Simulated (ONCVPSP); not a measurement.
# Reading a pseudo-wave (iron (Fe))

Columns: radius, all-electron u(r) and pseudo u(r) of the 3d shell (level -9.48 eV) of iron in the configuration [Ne] 3s2 3p6 3d6 4s1.75; PBE, scalar-relativistic, ONCV scheme, ONCVPSP 4.0.1.

```json
{"r (bohr)": "0.068", "all-electron": "0.0281", "pseudo": "0.0039"}
{"r (bohr)": "0.135", "all-electron": "0.1335", "pseudo": "0.0288"}
{"r (bohr)": "0.202", "all-electron": "0.2862", "pseudo": "0.0902"}
{"r (bohr)": "0.270", "all-electron": "0.4497", "pseudo": "0.1953"}
{"r (bohr)": "0.338", "all-electron": "0.5969", "pseudo": "0.3383"}
{"r (bohr)": "0.405", "all-electron": "0.7151", "pseudo": "0.5020"}
{"r (bohr)": "0.473", "all-electron": "0.8057", "pseudo": "0.6706"}
{"r (bohr)": "0.540", "all-electron": "0.8672", "pseudo": "0.8185"}
{"r (bohr)": "0.608", "all-electron": "0.9049", "pseudo": "0.9337"}
{"r (bohr)": "0.675", "all-electron": "0.9215", "pseudo": "1.0038"}
{"r (bohr)": "0.742", "all-electron": "0.9224", "pseudo": "1.0304"}
{"r (bohr)": "0.810", "all-electron": "0.9111", "pseudo": "1.0198"}
{"r (bohr)": "0.878", "all-electron": "0.8908", "pseudo": "0.9825"}
{"r (bohr)": "0.945", "all-electron": "0.8649", "pseudo": "0.9313"}
{"r (bohr)": "1.013", "all-electron": "0.8345", "pseudo": "0.8750"}
{"r (bohr)": "1.080", "all-electron": "0.8020", "pseudo": "0.8223"}
{"r (bohr)": "1.148", "all-electron": "0.7678", "pseudo": "0.7752"}
{"r (bohr)": "1.215", "all-electron": "0.7335", "pseudo": "0.7352"}
{"r (bohr)": "1.283", "all-electron": "0.6989", "pseudo": "0.6990"}
{"r (bohr)": "1.350", "all-electron": "0.6654", "pseudo": "0.6653"}
{"r (bohr)": "1.418", "all-electron": "0.6322", "pseudo": "0.6322"}
{"r (bohr)": "1.485", "all-electron": "0.6006", "pseudo": "0.6006"}
{"r (bohr)": "1.553", "all-electron": "0.5698", "pseudo": "0.5697"}
{"r (bohr)": "1.620", "all-electron": "0.5407", "pseudo": "0.5406"}
{"r (bohr)": "1.688", "all-electron": "0.5124", "pseudo": "0.5124"}
{"r (bohr)": "1.755", "all-electron": "0.4859", "pseudo": "0.4859"}
```

(1) How many radial nodes do the two functions have?

(2) At about which radius was the pseudo-wave matched?

(3) Where does each function peak?

(4) Is the pseudo-wave norm-conserving?

Answers

(1) The all-electron 3d function has n − l − 1 = 0; the pseudo-wave has 0.

(2) 1.35 bohr. The columns agree to 0.0005 from 1.28 bohr on; several derivatives are matched, so the curves merge somewhat inside the radius.

(3) Outermost all-electron maximum near 0.74 bohr, pseudo maximum near 0.74 bohr (to the table’s step).

(4) Yes: the ONCV scheme keeps the norm inside the radius equal to the all-electron one, which fixes the energy derivative of the logarithmic derivative at the level.
